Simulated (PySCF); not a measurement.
Here is a computed PBE0-D3(BJ)/def2-SVP geometry (Å):
```
atom  x, y, z in Å
C1    -2.382    0.074   -1.285
N2    -1.057   -0.229   -0.833
C3    -0.828   -0.351    0.405
C4     0.544   -0.623    0.917
As5    1.183    0.881    2.088
C6     1.540   -0.965   -0.178
As7    1.797    0.398   -1.612
H8    -3.130    0.147   -0.470
H9    -2.714   -0.695   -2.001
H10   -2.373    1.027   -1.839
H11   -1.630   -0.242    1.166
H12    0.483   -1.460    1.637
H13    0.064    0.704    3.113
H14    0.423    1.998    1.381
H15    1.183   -1.863   -0.706
H16    2.522   -1.198    0.256
H17    3.190    0.837   -1.134
H18    1.150    1.572   -0.892
```

Charge 0, singlet.

Task: Which heavy atoms are bonded, and with what formal order?

Result: C1–N2 1.43 Å (single); N2–C3 1.27 Å (double); C3–C4 1.49 Å (single); C4–As5 2.01 Å (single); C4–C6 1.52 Å (single); C6–As7 1.99 Å (single). Bonds to hydrogen (Å): C1–H8 1.11; C1–H9 1.10; C1–H10 1.10; C3–H11 1.11; C4–H12 1.11; As5–H13 1.53; As5–H14 1.52; C6–H15 1.10; C6–H16 1.10; As7–H17 1.54; As7–H18 1.52.

Task: Write the SMILES.

Result: `C/N=C/[C@H]([AsH2])C[AsH2]`, C4H11As2N.

Task: Name the point group.

Result: C1 (no symmetry element, even within 0.4 Å).

Task: Classify the heavy atoms.

Result: C1: N-methyl carbon; N2: imine nitrogen; C3: imine carbon; C4: sp3 CH carbon; As5: arsenic bonded to C and 2 H; C6: chain CH2 carbon; As7: arsenic bonded to C and 2 H.

Task: What is the arrangement about N2?

Result: It has 2 neighbours (C1, C3) and is bent (angle 119.8°).

Task: What is the arrangement about C6?

Result: It has 4 neighbours (C4, As7, H15, H16) and is distorted tetrahedral (angles from 104.8° to 116.7°).
